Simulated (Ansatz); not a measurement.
`BCOC#N`, 9 atoms. Total charge 0; spin multiplicity 1. All runs use 2 threads of an Arm Neoverse V2 on a shared host. Correlated methods freeze the cores.

**Question.** How many basis functions does each run have, and how long does it take in Ansatz? RKS PBE0-D4/def2-SVP energy; RHF-CCSD(T)/def2-TZVPP energy; RKS PBE0-D4/def2-QZVPP energy; direct RPA on PBE orbitals/def2-TZVPP energy; RKS PBE-D4/def2-TZVPP energy and forces; RKS PBE0-D4/def2-TZVP relaxation (7 steps); RHF-CCSD(T)/def2-SVP energy; RKS B3LYP-D4/def2-TZVPP energy and forces; RKS B97M-V/def2-TZVPP energy; RHF-MP2/def2-QZVPP energy; RKS ωB97M-V/def2-SVP energy; RKS PBE0-D4/def2-TZVP frequencies. (Best estimate.)

**Answer.** Computed: Other jobs shared the machine, so times are rough.

```csv
level,job,functions,wall time,peak host memory (GiB)
RKS PBE0-D4/def2-SVP,energy,90,0.9 s,0.41
RKS PBE-D4/def2-TZVPP,energy and forces,211,2.5 s,0.21
RHF-CCSD(T)/def2-SVP,energy,90,3.9 s,0.41
RKS ωB97M-V/def2-SVP,energy,90,4 s,0.41
RKS B3LYP-D4/def2-TZVPP,energy and forces,211,4.1 s,0.43
direct RPA on PBE orbitals/def2-TZVPP,energy,211,6.5 s,0.44
RKS PBE0-D4/def2-QZVPP,energy,405,6.5 s,0.99
RKS B97M-V/def2-TZVPP,energy,211,9 s,0.28
RHF-MP2/def2-QZVPP,energy,405,20 s,1.9
RKS PBE0-D4/def2-TZVP,relaxation (7 steps),179,25 s,0.36
RHF-CCSD(T)/def2-TZVPP,energy,211,93 s,3.2
RKS PBE0-D4/def2-TZVP,frequencies,179,120 s,0.41
```

B3LYP here is the variant with VWN-RPA as its local correlation; programs differ in this.
